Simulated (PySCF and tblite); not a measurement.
The numbers below are computed, except where a source is named.
System: C2H3FO3Si, numbered as in [O:1]=[C:2]1[O:3][CH2:4][Si@@H:5]([F:6])[O:7]1.

Motion: shift of Si5 from O7 to O1. GFN2-xTB gives an electronic barrier of 65.1 kcal/mol.

(1) What does PBE0/pcSseg-1 + D3(BJ) give on PBE0-D3(BJ)/def2-SVP geometries?

(2) And the level of the geometries itself, PBE0-D3(BJ)/def2-SVP?

Programs: tblite and PySCF.

## Answers

(1) A barrier of 70.8 kcal/mol, 5.7 above the tight-binding barrier (from unrounded values) and, with GFN2-xTB thermal terms, ΔG‡(298 K) = 70.3 kcal/mol and k = 3.8×10⁻³⁹ s⁻¹ (2 equivalent paths).

(2) 70.6 kcal/mol.
